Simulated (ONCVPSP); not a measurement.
## Potentials for Ge compared

Generated with ld1.x 7.5 (TM, RRKJ, ultrasoft, PAW), atompaw 4.2 or ONCVPSP 4.0.1. The cutoff is in Ry: for ld1.x and atompaw files where the sum of valence levels is converged to 10 mRy in a Bessel basis, for ONCV files where the hardest occupied wave has 1 mHa per electron of residual kinetic energy. The error is the largest all-electron minus pseudo excitation energy over each file’s own four to seven test configurations (ionisations up to +4, promotions, holes and added fractions of an electron), all of which were solved. The labels leave out finer settings (local radius, basis sizes, second energies), which also bear on the numbers. Spin-polarised tests are not counted. The rows are a selection from randomly drawn settings: files with unsolved tests, undetermined cutoffs or missed reference levels are left out.

A true bound ghost makes a file unfit for plane-wave use even where its test errors are small: the radial tests pick states by their node count and pass the ghost by.

```tsv
potential	cutoff (Ry)	largest error (meV)	bound ghosts
ONCV, PBE, fully relativistic, rc 0.85/0.90/0.95 (spd), local smoothed, core correction yes, reference 3s2 3p6 3d10 4s2 4p2, qcut 17.2/18.8/18.6, projectors 3/2/3	249	+4.7	none
ONCV, PBEsol, scalar-relativistic, rc 1.20/1.30/0.75 (spd), local d, core correction yes, reference 3s2 3p6 3d10 4s1.75 4p2.25, qcut 11.3/9.2/16.8, projectors 2/3/0	274	-2.5	none
ONCV, PBE, scalar-relativistic, rc 1.55/1.50/0.85 (spd), local smoothed, core correction yes, reference 3d10 4s2 4p1.5, qcut 4.7/4.5/21.5, projectors 3/3/3	320	-468	s, p
ONCV, LDA (Perdew-Wang 92), scalar-relativistic, rc 1.60/2.40 (sp), local smoothed, core correction no, reference 4s2 4p2, qcut 4.4/3, projectors 2/2	17	+219	none
```

Fill in the row for Ge: ONCV, PW91, scalar-relativistic, rc 1.90/2.30 (sp), local smoothed, core correction yes, reference 4s1.75 4p2.25, qcut 4.2/3.2, projectors 2/3.

cutoff 15 Ry, largest error -19 meV, bound ghosts: none.

Fill in the row for Ge: ONCV, LDA (Perdew-Wang 92), scalar-relativistic, rc 1.05/0.90/0.65 (spd), local smoothed, core correction yes, reference 3s2 3p6 3d10 4s2 4p1, qcut 11.4/11.9/16.4, projectors 2/2/1.

cutoff 1225 Ry, largest error -3.8 meV, bound ghosts: none.
